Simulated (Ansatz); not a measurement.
TePb₃Cl₄. The state is a singlet with charge 0. Geometry r2SCAN-D4/def2-SVP, basis def2-TZVP, Ansatz.

| atom | x (Å) | y (Å) | z (Å) |
| --- | --- | --- | --- |
| Pb1 | -2.492 | 1.086 | -0.163 |
| Pb2 | 0.284 | -2.074 | -0.302 |
| Pb3 | 1.714 | 1.232 | -0.134 |
| Te4 | -0.375 | 0.270 | -2.111 |
| Cl5 | -2.327 | -1.364 | 0.863 |
| Cl6 | 0.985 | -0.518 | 1.811 |
| Cl7 | 2.845 | -1.178 | -1.027 |
| Cl8 | -0.635 | 2.548 | 1.062 |

```json
{"run": "A", "HOMO (eV)": "-5.93", "LUMO (eV)": "-2.67"}
{"run": "B", "HOMO (eV)": "-6.08", "LUMO (eV)": "-2.54"}
{"run": "C", "HOMO (eV)": "-6.85", "LUMO (eV)": "-2.04"}
{"run": "D", "HOMO (eV)": "-6.21", "LUMO (eV)": "-2.50"}
{"run": "E", "HOMO (eV)": "-8.66", "LUMO (eV)": "-0.51"}
```

In the def2 sets Pb, Te take a core potential; there is no spin–orbit coupling. The structure comes from a short search, and lower isomers may exist.

**Question.** The runs used B97M-V, PBE, PBE0, r2SCAN, ωB97M-V. Estimate which is which.

**Answer.** A PBE (0 % exact exchange); B B97M-V (0 % exact exchange); C PBE0 (25 % exact exchange); D r2SCAN (0 % exact exchange); E ωB97M-V (range-separated). Exact exchange lowers occupied and raises empty levels; among semilocal functionals meta-GGAs tend to open the gap a little, and such runs are hard to tell apart. The gap grows from 3.26 eV (PBE) to 8.15 eV (ωB97M-V).
